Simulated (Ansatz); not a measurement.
Name a neutral molecule of F, O, Se, Si and H with HOMO energy (PBE/def2-TZVPP) between -6.60 and -6.30 eV and size of the dipole moment (ωB97M-V/def2-TZVPP) between 1.10 and 1.40 D (Ansatz, PBE0-D4/def2-TZVP geometry).

`F[SiH]([SeH])O[SiH3]` (-6.32 eV, 1.27 D). Other molecules can fit too; these were computed, each in one conformer that needn't be the lowest.
